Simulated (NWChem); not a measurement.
**Lowest excitation of hydrogen selenide (H2Se)**

```
Se
H 1 1.4692
H 1 1.4692 2 91.26
```
Charge 0, spin multiplicity 1.

Program: NWChem. All single points use one geometry, from PBE0/def2-SVP, a minimum by its harmonic frequencies.

Basis set: def2-SVPD.

The Hamiltonian is non-relativistic.

Question: Order these methods by the lowest vertical singlet excitation energy they give, lowest first: TD-PBE, CIS, TD-PBE0.

Answer: TD-PBE (5.21 eV), TD-PBE0 (5.35 eV), CIS (5.57 eV)
